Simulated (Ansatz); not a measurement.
Steps of a relaxation of `C=[N][SnH3]` with RKS PBE-D4/def2-SVP.

```sh
$ ansatz run in.yaml --threads 2 --pin off --events-out ev --progress --plain --max-ram 4352MiB
```

```yaml
crystal:
  periodic: [false, false, false]
  atoms:
    - {symbol: C, position_ang: [-0.995000, 0.525300, -1.186900]}
    - {symbol: N, position_ang: [-0.880200, -0.448200, -0.435000]}
    - {symbol: Sn, position_ang: [0.657300, -0.526800, 0.870800]}
    - {symbol: H, position_ang: [-1.805200, 0.603600, -1.892500]}
    - {symbol: H, position_ang: [-0.355200, 1.403500, -1.182100]}
    - {symbol: H, position_ang: [0.578600, 0.830000, 2.001400]}
    - {symbol: H, position_ang: [2.224700, -0.424400, 0.005100]}
    - {symbol: H, position_ang: [0.667000, -2.020100, 1.763500]}
basis:
  gaussian: {orbitals: def2-SVP}
hamiltonian: {xc: pbe, dispersion: d4}
relax: {f_tol: 0.03, max_steps: 200}
```

Positions (Å) and forces (eV/Å) along the path, 16 of 21 steps:

```xyz
8
step=1 energy=-8432.5157 eV
C    -0.995    0.525   -1.187    0.053    1.690   -0.749
N    -0.880   -0.448   -0.435   -0.773   -2.588    0.922
Sn    0.657   -0.527    0.871    1.870    0.078    1.140
H    -1.805    0.604   -1.893   -1.135   -0.082   -0.970
H    -0.355    1.403   -1.182    0.781    1.041   -0.152
H     0.579    0.830    2.001   -0.052   -0.270   -0.247
H     2.225   -0.424    0.005   -0.577   -0.013    0.220
H     0.667   -2.020    1.764   -0.166    0.143   -0.164
8
step=2 energy=-8432.3697 eV rejected
C    -1.102    0.616   -1.064    2.026   -1.316   -1.953
N    -0.821   -0.465   -0.422   -1.083    0.718    0.101
Sn    0.777   -0.522    0.927   -0.394   -0.131    0.222
H    -1.806    0.527   -1.956   -0.354    0.296    0.927
H    -0.312    1.418   -1.280   -0.843    0.250    0.746
H     0.586    0.797    2.011    0.073    0.115    0.164
H     2.188   -0.389   -0.002    0.466   -0.015   -0.169
H     0.582   -2.039    1.729    0.108    0.083   -0.037
8
step=3 energy=-8432.7190 eV
C    -1.031    0.559   -1.159    0.642   -0.143   -0.337
N    -0.861   -0.469   -0.431   -0.457   -0.192    0.037
Sn    0.737   -0.523    0.915    0.090   -0.002    0.188
H    -1.833    0.574   -1.930   -0.308    0.025    0.041
H    -0.338    1.437   -1.217   -0.107    0.272    0.081
H     0.584    0.812    2.003    0.026    0.029    0.053
H     2.199   -0.422    0.014    0.145    0.015   -0.054
H     0.635   -2.025    1.750   -0.031   -0.004   -0.008
8
step=4 energy=-8432.7382 eV
C    -0.998    0.541   -1.180   -0.248   -0.019   -0.205
N    -0.885   -0.490   -0.441    0.275    0.104    0.178
Sn    0.742   -0.510    0.910    0.006   -0.142    0.082
H    -1.857    0.560   -1.894   -0.005    0.162   -0.109
H    -0.342    1.456   -1.221   -0.046   -0.122    0.047
H     0.604    0.821    2.015   -0.001   -0.022   -0.024
H     2.235   -0.412    0.032   -0.026    0.005    0.011
H     0.592   -2.023    1.724    0.044    0.034    0.020
8
step=7 energy=-8432.7483 eV
C    -1.013    0.546   -1.199    0.007   -0.043    0.030
N    -0.873   -0.462   -0.431   -0.011    0.027   -0.019
Sn    0.749   -0.517    0.922   -0.001   -0.008    0.004
H    -1.876    0.567   -1.911   -0.009   -0.002   -0.006
H    -0.357    1.454   -1.258    0.012    0.017   -0.003
H     0.614    0.801    2.039   -0.002    0.002    0.002
H     2.242   -0.416    0.048    0.002    0.000   -0.002
H     0.606   -2.030    1.733    0.001    0.007   -0.006
8
step=8 energy=-8432.7483 eV rejected
C    -1.012    0.544   -1.199   -0.005    0.070   -0.061
N    -0.874   -0.460   -0.428   -0.002   -0.045    0.061
Sn    0.748   -0.516    0.923    0.003   -0.002   -0.010
H    -1.881    0.571   -1.904    0.010   -0.009    0.002
H    -0.348    1.447   -1.269   -0.006   -0.010    0.008
H     0.610    0.799    2.044   -0.002   -0.003   -0.002
H     2.241   -0.410    0.049    0.002    0.003    0.001
H     0.608   -2.031    1.729    0.001   -0.002    0.001
8
step=10 energy=-8432.7485 eV
C    -1.011    0.543   -1.200   -0.014    0.064   -0.042
N    -0.880   -0.457   -0.422    0.006   -0.032    0.039
Sn    0.747   -0.516    0.924    0.002    0.004   -0.010
H    -1.880    0.571   -1.905    0.011   -0.008    0.005
H    -0.344    1.444   -1.274   -0.003   -0.022    0.004
H     0.610    0.796    2.048   -0.002   -0.002    0.001
H     2.238   -0.406    0.047    0.000    0.002    0.001
H     0.610   -2.033    1.727    0.000   -0.006    0.002
8
step=11 energy=-8432.7488 eV
C    -1.010    0.541   -1.199    0.071    0.193   -0.214
N    -0.905   -0.436   -0.391    0.017   -0.040    0.111
Sn    0.743   -0.513    0.931   -0.008    0.030   -0.024
H    -1.888    0.580   -1.894    0.029   -0.002    0.055
H    -0.299    1.409   -1.331   -0.105   -0.147    0.060
H     0.600    0.778    2.078    0.001   -0.011   -0.002
H     2.226   -0.372    0.042   -0.007    0.007    0.004
H     0.625   -2.043    1.708    0.002   -0.028    0.010
8
step=13 energy=-8432.7515 eV
C    -1.003    0.536   -1.207    0.017    0.115   -0.025
N    -0.937   -0.405   -0.350    0.058    0.018   -0.032
Sn    0.735   -0.507    0.940   -0.021    0.031    0.007
H    -1.884    0.578   -1.898    0.018    0.006    0.035
H    -0.267    1.376   -1.369   -0.061   -0.159    0.014
H     0.604    0.763    2.111    0.000   -0.022    0.007
H     2.204   -0.342    0.033   -0.004    0.014   -0.008
H     0.642   -2.056    1.685   -0.007   -0.002    0.002
8
step=14 energy=-8432.7543 eV
C    -1.002    0.536   -1.209    0.093   -0.074    0.013
N    -0.946   -0.395   -0.337    0.012    0.183   -0.068
Sn    0.731   -0.500    0.945   -0.016   -0.020   -0.004
H    -1.892    0.587   -1.886    0.002    0.021    0.025
H    -0.236    1.340   -1.408   -0.093   -0.122    0.048
H     0.601    0.747    2.140   -0.009   -0.016   -0.008
H     2.191   -0.313    0.026    0.006    0.017    0.004
H     0.646   -2.060    1.673    0.005    0.012   -0.010
8
step=15 energy=-8432.7588 eV
C    -0.993    0.526   -1.221    0.026   -0.132    0.262
N    -0.971   -0.365   -0.303    0.050    0.293   -0.223
Sn    0.727   -0.494    0.949   -0.023   -0.037    0.019
H    -1.904    0.606   -1.865    0.033    0.010   -0.032
H    -0.192    1.283   -1.464   -0.095   -0.157    0.014
H     0.593    0.722    2.176   -0.009   -0.018   -0.016
H     2.176   -0.267    0.021    0.002    0.012    0.007
H     0.657   -2.068    1.652    0.015    0.030   -0.031
8
step=17 energy=-8432.7773 eV
C    -0.997    0.517   -1.255    0.248   -0.076    0.227
N    -1.006   -0.189   -0.191   -0.064    0.105   -0.138
Sn    0.723   -0.464    0.994   -0.067    0.112   -0.194
H    -1.943    0.635   -1.840   -0.040   -0.018    0.023
H    -0.121    1.068   -1.705   -0.064   -0.120    0.088
H     0.600    0.606    2.339   -0.026    0.044    0.025
H     2.149   -0.139    0.057    0.044    0.021   -0.001
H     0.688   -2.092    1.546   -0.032   -0.068   -0.030
8
step=18 energy=-8432.7948 eV
C    -0.980    0.490   -1.235   -0.239   -0.034   -0.004
N    -1.056   -0.121   -0.118    0.134    0.096   -0.064
Sn    0.717   -0.434    0.987   -0.089   -0.015   -0.012
H    -1.922    0.681   -1.816    0.078   -0.035    0.055
H    -0.058    0.881   -1.738    0.098    0.001    0.004
H     0.583    0.578    2.378    0.017    0.009    0.021
H     2.128   -0.037    0.045   -0.036    0.000    0.001
H     0.679   -2.095    1.442    0.037   -0.022   -0.001
8
step=19 energy=-8432.7978 eV
C    -0.979    0.486   -1.237   -0.006   -0.010    0.023
N    -1.049   -0.081   -0.098   -0.136    0.058   -0.121
Sn    0.706   -0.425    0.991    0.122   -0.027    0.098
H    -1.919    0.680   -1.812   -0.011   -0.014    0.017
H    -0.049    0.833   -1.760    0.035   -0.001   -0.016
H     0.589    0.562    2.402    0.008   -0.015    0.002
H     2.112   -0.013    0.048   -0.026   -0.003    0.001
H     0.681   -2.099    1.411    0.015    0.012   -0.005
8
step=20 energy=-8432.7985 eV
C    -0.974    0.489   -1.235   -0.003   -0.168   -0.002
N    -1.075   -0.038   -0.076    0.008    0.133   -0.185
Sn    0.691   -0.415    1.004    0.092   -0.017    0.023
H    -1.907    0.687   -1.824    0.065    0.032    0.057
H    -0.023    0.763   -1.777   -0.108    0.003    0.104
H     0.601    0.541    2.440   -0.001   -0.026   -0.015
H     2.073    0.016    0.033   -0.027    0.009    0.015
H     0.706   -2.101    1.380   -0.026    0.035    0.003
8
step=21 energy=-8432.8009 eV
C    -0.975    0.479   -1.241   -0.007    0.001   -0.006
N    -1.070   -0.025   -0.075    0.009   -0.005    0.014
Sn    0.698   -0.411    1.003    0.002    0.000    0.004
H    -1.908    0.687   -1.820   -0.008    0.006   -0.012
H    -0.029    0.751   -1.783    0.004   -0.002    0.001
H     0.605    0.528    2.448    0.000   -0.001    0.001
H     2.079    0.030    0.040    0.002    0.002   -0.001
H     0.691   -2.096    1.372   -0.001    0.000   -0.001
```

It took 29 s on 2 threads of an Arm Neoverse V1 on a shared host, with 0.12 GiB of host memory at the peak.
